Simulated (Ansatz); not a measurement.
Ansatz (a program for electronic structure) input (B3LYP/LANL2DZ): The .json file is the Basis Set Exchange's LANL2DZ.

Ansatz 0.2 input:
```yaml
crystal:
  periodic: [false, false, false]
  atoms:
    - {symbol: Si, position_ang: [-0.35855400, -0.10157500, -0.14483900]}
    - {symbol: O, position_ang: [-0.54971100, -0.17916400, 1.36867800]}
    - {symbol: O, position_ang: [1.04414900, 0.31503800, -0.88422000]}
    - {symbol: H, position_ang: [1.06425400, 0.33505100, -1.84792100]}
basis:
  gaussian:
    orbitals: LANL2DZ.json
hamiltonian:
  xc: {name: B3LYP}
magnetization: {spin_polarized: true, initial_magnetization: 1}
relax: {f_tol: 0.003, max_steps: 120}
```

Output:

```
Functional definition: B3LYP
integrals: 0.01 GiB planned
460 factors; integrals over basis functions are off by at most 5.8e-5 eV
mean field: 0.10 GiB planned
mean field evaluation 1: about -4201.8875 eV, gradient 5.4e1 eV
mean field evaluation 2: about -4114.5639 eV, gradient 1.3e2 eV
mean field evaluation 4: about -4214.5371 eV, gradient 7.2e0 eV
mean field evaluation 8: about -4214.8311 eV, gradient 2.7e-1 eV
mean field evaluation 16: about -4214.8317 eV, gradient 6.9e-5 eV
mean field -4214.83173580 eV, -154.8922093751 hartree, gradient 6.9e-5 eV, S^2 0.753960; 0 other end points of the search recorded, 0 dependent functions left out
the calculation of the forces begins
reference -4214.83190144 eV, -154.8922154622 hartree; 11, 10 occupied and 17, 18 virtual orbitals, 460 factors
relax step   1: F+E_penalty+E_count = -4214.83173580 eV  Δ(F+E_penalty+E_count) = +0.000e0 eV  max|allowed force component| = 3.141e0 eV/Å  Δτ_max = 0.0000 Å  (32 SCF iters, accepted)
these checks for a lower state are left out or cut short: starts, cluster_reference, orbital_swaps, neighbouring_geometries, increment
integrals: 0.01 GiB planned
460 factors; integrals over basis functions are off by at most 6.0e-5 eV
mean field: 0.10 GiB planned
mean field -4214.96521329 eV, -154.8971145824 hartree, gradient 2.0e-5 eV, S^2 0.754406; 0 other end points of the search recorded, 0 dependent functions left out
the calculation of the forces begins
reference -4214.96537898 eV, -154.8971206713 hartree; 11, 10 occupied and 17, 18 virtual orbitals, 460 factors
relax step   2: F+E_penalty+E_count = -4214.96521329 eV  Δ(F+E_penalty+E_count) = -1.335e-1 eV  max|allowed force component| = 1.657e0 eV/Å  Δτ_max = 0.0436 Å  (36 SCF iters, accepted)
these checks for a lower state are left out or cut short: starts, cluster_reference, orbital_swaps, neighbouring_geometries, increment
integrals: 0.01 GiB planned
460 factors; integrals over basis functions are off by at most 6.1e-5 eV
mean field: 0.10 GiB planned
mean field evaluation 32: about -4215.0337 eV, gradient 5.9e-4 eV
mean field -4215.03371611 eV, -154.8996320146 hartree, gradient 1.3e-5 eV, S^2 0.755209; 0 other end points of the search recorded, 0 dependent functions left out
the calculation of the forces begins
reference -4215.03388147 eV, -154.8996380914 hartree; 11, 10 occupied and 17, 18 virtual orbitals, 460 factors
relax step   3: F+E_penalty+E_count = -4215.03371611 eV  Δ(F+E_penalty+E_count) = -6.850e-2 eV  max|allowed force component| = 2.925e-1 eV/Å  Δτ_max = 0.0592 Å  (37 SCF iters, accepted)
these checks for a lower state are left out or cut short: starts, cluster_reference, orbital_swaps, neighbouring_geometries, increment
integrals: 0.01 GiB planned
460 factors; integrals over basis functions are off by at most 6.1e-5 eV
mean field: 0.10 GiB planned
mean field -4215.04108789 eV, -154.8999029223 hartree, gradient 2.1e-5 eV, S^2 0.755188; 0 other end points of the search recorded, 0 dependent functions left out
the calculation of the forces begins
reference -4215.04125279 eV, -154.8999089823 hartree; 11, 10 occupied and 17, 18 virtual orbitals, 460 factors
relax step   4: F+E_penalty+E_count = -4215.04108789 eV  Δ(F+E_penalty+E_count) = -7.372e-3 eV  max|allowed force component| = 2.233e-1 eV/Å  Δτ_max = 0.0297 Å  (36 SCF iters, accepted)
these checks for a lower state are left out or cut short: starts, cluster_reference, orbital_swaps, neighbouring_geometries, increment
integrals: 0.01 GiB planned
460 factors; integrals over basis functions are off by at most 6.2e-5 eV
mean field: 0.10 GiB planned
mean field -4215.04545594 eV, -154.9000634455 hartree, gradient 1.7e-5 eV, S^2 0.755487; 0 other end points of the search recorded, 0 dependent functions left out
the calculation of the forces begins
reference -4215.04562060 eV, -154.9000694966 hartree; 11, 10 occupied and 17, 18 virtual orbitals, 460 factors
relax step   5: F+E_penalty+E_count = -4215.04545594 eV  Δ(F+E_penalty+E_count) = -4.368e-3 eV  max|allowed force component| = 5.645e-2 eV/Å  Δτ_max = 0.0226 Å  (38 SCF iters, accepted)
these checks for a lower state are left out or cut short: starts, cluster_reference, orbital_swaps, neighbouring_geometries, increment
integrals: 0.01 GiB planned
460 factors; integrals over basis functions are off by at most 6.2e-5 eV
mean field: 0.10 GiB planned
mean field -4215.04562678 eV, -154.9000697234 hartree, gradient 2.3e-5 eV, S^2 0.755522; 0 other end points of the search recorded, 0 dependent functions left out
the calculation of the forces begins
reference -4215.04579132 eV, -154.9000757702 hartree; 11, 10 occupied and 17, 18 virtual orbitals, 460 factors
relax step   6: F+E_penalty+E_count = -4215.04562678 eV  Δ(F+E_penalty+E_count) = -1.708e-4 eV  max|allowed force component| = 1.765e-2 eV/Å  Δτ_max = 0.0062 Å  (32 SCF iters, accepted)
these checks for a lower state are left out or cut short: starts, cluster_reference, orbital_swaps, neighbouring_geometries, increment
integrals: 0.01 GiB planned
460 factors; integrals over basis functions are off by at most 6.2e-5 eV
mean field: 0.10 GiB planned
mean field -4215.04563290 eV, -154.9000699483 hartree, gradient 6.5e-5 eV, S^2 0.755519; 0 other end points of the search recorded, 0 dependent functions left out
the calculation of the forces begins
reference -4215.04579745 eV, -154.9000759955 hartree; 11, 10 occupied and 17, 18 virtual orbitals, 460 factors
relax step   7: F+E_penalty+E_count = -4215.04563290 eV  Δ(F+E_penalty+E_count) = -6.120e-6 eV  max|allowed force component| = 1.010e-3 eV/Å  Δτ_max = 0.0005 Å  (26 SCF iters, accepted)
integrals: 0.01 GiB planned
460 factors; integrals over basis functions are off by at most 6.2e-5 eV
mean field: 0.10 GiB planned
mean field evaluation 64: about -4215.0136 eV, gradient 1.3e-1 eV
mean field -4215.04563290 eV, -154.9000699483 hartree, gradient 6.5e-5 eV, S^2 0.755519; 1 other end points of the search recorded, 0 dependent functions left out
the calculation of the forces begins
reference -4215.04579745 eV, -154.9000759955 hartree; 11, 10 occupied and 17, 18 virtual orbitals, 460 factors
Total energy: -4215.04579745 eV, -154.9000759955 hartree
Atom 0 at    -0.457272    -0.130033    -0.151299 Å, force     0.000958     0.000280    -0.000191 eV/Å
Atom 1 at    -0.511651    -0.169334     1.448670 Å, force     0.000013     0.000010    -0.000435 eV/Å
Atom 2 at     0.969341     0.294118    -0.932920 Å, force    -0.000913    -0.000279     0.001010 eV/Å
Atom 3 at     1.199719     0.374599    -1.872753 Å, force    -0.000058    -0.000011    -0.000384 eV/Å
Dipole moment:     0.029641     0.023926    -1.042043 e Å
```

The geometry given is a B3LYP-D3(BJ)/def2-TZVP minimum.
